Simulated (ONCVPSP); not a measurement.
## Transferability test, ONCV potential for Cd

* Element: Cd
* Generator: ONCVPSP 4.0.1
* Type: optimised norm-conserving Vanderbilt (ONCV)
* Functional: PBE
* Relativity: fully relativistic
* Frozen core: [Ar] 3d10
* Valence charge: 20
* Reference configuration: 4s2 4p6 4d10 5s2
* Partial waves: 4s+5s: rc 1.15 bohr, ncon 5, nbas 8, qcut 8.7 1/bohr, 2 projectors; 4p: rc 1.10 bohr, ncon 3, nbas 7, qcut 8.4 1/bohr, 2 projectors, debl 4 Ha; 4d: rc 1.50 bohr, ncon 4, nbas 8, qcut 10 1/bohr, 2 projectors, debl 0.7 Ha
* Local potential: polynomial inside 0.90 bohr (lpopt 4, dvloc0 -1 Ha)
* Core correction: polynomial model core, fcfact 0.55

Open shells are filled in proportion to 2j + 1.

Energies are relative to the spin-unpolarised reference configuration 4s2 4p6 4d10 5s2; without spin polarisation the order of configurations can differ from experiment.

| valence configuration | charge | ΔE all-electron (eV) | error AE − PS (meV) |
| --- | --- | --- | --- |
| 4s2 4p6 4d10 5s0 | +2 | 26.401 | +0.9 |
| 4s2 4p6 4d8 5s0 | +4 | 118.464 | +15 |

(1) What are ΔE and the potential's error for 4s2 4p6 4d10 5s1?

(2) What are ΔE and the potential's error for 4s2 4p6 4d9 5s0?

## Answers

(1) ΔE = 9.274 eV all-electron; the error (AE − PS) is +0.4 meV.

(2) ΔE = 64.408 eV all-electron; the error (AE − PS) is +2.7 meV.
